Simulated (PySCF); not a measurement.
# SbOBr: breathing scan

These are results of PySCF, PBE0, basis Sb def2-TZVP with ECP28, O def2-TZVP, Br def2-TZVP (scalar-relativistic core potentials, no spin–orbit coupling, density fitting), not measurements.

Rigid scan from the singlet minimum (Sb–Br 2.518 Å, Sb–O 1.792 Å; Br–Sb–O 105.0°). Coordinate: all bonds to the central atom scaled together. Energies in kJ/mol from the minimum.

Task: Predict the curve at 0.88, 0.92, 0.96, 1.00, 1.04, 1.08, 1.14, 1.22, 1.35.

Result: 
```csv
scale of all bonds to the centre,E (kJ/mol),dipole size (D)
0.88,224.7,2.68
0.92,86.7,2.99
0.96,18.9,3.31
1.00,0.0,3.65
1.04,14.7,3.98
1.08,52.2,4.31
1.14,134.3,4.77
1.22,266.8,5.32
1.35,487.6,6.00
```

At long bonds a restricted determinant can lie too high, and another spin state can fall below this curve.

The scan took 45 s on 2 threads of a shared AMD EPYC (Zen 3) host; the process peaked at 1 GiB.
